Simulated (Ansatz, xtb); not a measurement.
## Two isomers of C5H8N2O

Structure I is `C/C=C(N)/C=N\C=O`, a singlet and structure II is `C/C=C(N)/C=N/C=O`, a singlet. Both are isolated molecules in the gas phase, relaxed with PBE0-D3(BJ)/def2-SVP; each stands in its lowest conformer found.

Energies in hartree; the thermal terms are from GFN2-xTB frequencies at re-optimised GFN2-xTB minima (ideal gas, soft modes damped towards free rotors, one conformer each, 298.15 K, 1 atm) and include the zero-point energy:

```
                              I           II
E, CCSD(T)/def2-SVP  −378.711655  −378.717694
    E, MP2/def2-SVP  −378.610136  −378.616122
  E, MP2/def2-TZVPP  −379.315471  −379.320171
  zero-point energy     0.124217     0.123763
       H(298 K) − E     0.134629     0.134332
       G(298 K) − E     0.089607     0.088906
```

Question: Correct the CCSD(T) difference for the basis set by the MP2 change, then work out ΔE, ΔE₀, ΔH and ΔG for I → II in kcal/mol (1 Eh = 627.51 kcal/mol) and the equilibrium ratio [II]/[I].

Answer: 1. Differences II − I: CCSD(T) −0.006039, MP2 in the small set −0.005986, MP2 in the large set −0.004700 Eh.
2. ΔE = −0.006039 + (−0.004700 − (−0.005986)) = −0.004753 Eh = −2.98 kcal/mol.
3. ΔE₀ = ΔE + ΔZPE = −0.004753 + (−0.000454) Eh = −3.27 kcal/mol.
4. ΔH = ΔE + (−0.000297) Eh = −3.17 kcal/mol.
5. ΔG = ΔE + (−0.000701) Eh = −3.42 kcal/mol, so ΔS = (ΔH − ΔG)/T = +3.6 J/(mol K).
6. kT = 0.9442 mEh, so K = [II]/[I] = exp(−ΔG/kT) = exp(+5.78) ≈ 320.

Structure II is favoured at this temperature. An error of 1 kcal/mol in ΔG would change K by a factor of 5.4. Mirror images and further conformers aren't counted.

As drawn, both hold the same kinds of bond in the same numbers.

Other levels gave ΔE = −1.9 (PBE0-D3(BJ)/def2-SVP); −5.7 (HF/def2-SVP); −3.8 (MP2/def2-SVP); −3.8 (CCSD(T)/def2-SVP) kcal/mol. The correlated steps freeze 8 core orbitals. Programs: Ansatz 0.2.0, xtb 6.7.1.
